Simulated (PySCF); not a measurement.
**Eu (europium, neutral) across methods**

[Xe] 4f6 5d1 6s2, one real determinant (an excited configuration). All numbers are calculated (PySCF 2.14, the spin-free X2C one-electron Hamiltonian (Gaussian nucleus), in x2c-TZVPPall (11s7p7d4f2g, 113 functions)).

| method | E (hartree) | mean ε 6s α (eV) | mean ε 6s β (eV) | mean ε 5d α (eV) | Σ⟨r²⟩ (bohr²) | ⟨S²⟩ |
| --- | --- | --- | --- | --- | --- | --- |
| LDA | -10835.28 | -4.359 | -3.906 | -3.196 | 83.01 | 15.800 |
| UHF | -10839.52975 | -5.672 | -5.073 | -6.880 | 87.24 | 15.959 |
| PBE0 | -10843.15 | -4.691 | -4.266 | -4.217 | 83.69 | 15.921 |
| PBE | -10843.20 | -4.169 | -3.747 | -3.214 | 83.44 | 15.942 |

⟨L²⟩ = 18.20 against 30 for a pure H term, so this real determinant mixes terms. Spin-orbit coupling, absent here, splits the open shell strongly.
